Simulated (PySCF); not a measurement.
CH7ClN2Si, SMILES NC[Si@@H](N)Cl.

Coordinates come from a B3LYP-D3(BJ)/def2-SVP optimisation. The structure was generated by enumeration; whether it is a known compound was not checked. One conformer was computed; it need not be the lowest.

Two levels are set side by side: PBE/def2-TZVP (PySCF) and B3LYP/def2-TZVP (PySCF). Same geometry, gas phase. Differences are taken from unrounded values.

| quantity | B3LYP |
|---|---|
| orbital gap (eV) | 6.69 |
| highest occupied level (eV) | -6.48 |
| lowest empty level (eV) | 0.22 |
| dipole moment (D) | 2.10 |
| mean polarisability (bohr³) | 66.1 |

Problem. What does PBE give, and how far is it from B3LYP? (Estimate from the structure and the level; the computed values follow.)

Solution. 
```
quantity                       PBE  PBE minus B3LYP
---------------------------  -----  ---------------
orbital gap (eV)              5.03            -1.67
highest occupied level (eV)  -5.32             1.16
lowest empty level (eV)      -0.29            -0.51
dipole moment (D)             2.12             0.02
mean polarisability (bohr³)   68.8              2.7
```

Without exact exchange PBE keeps part of each electron's self-repulsion, which lifts occupied levels and narrows the gap. PBE's more diffuse valence density responds more strongly to a field. Differences between two approximate levels are no errors against the true value.

Rough cost on one machine, each run with all the roots and properties that it gave: B3LYP against PBE within a factor of 2.
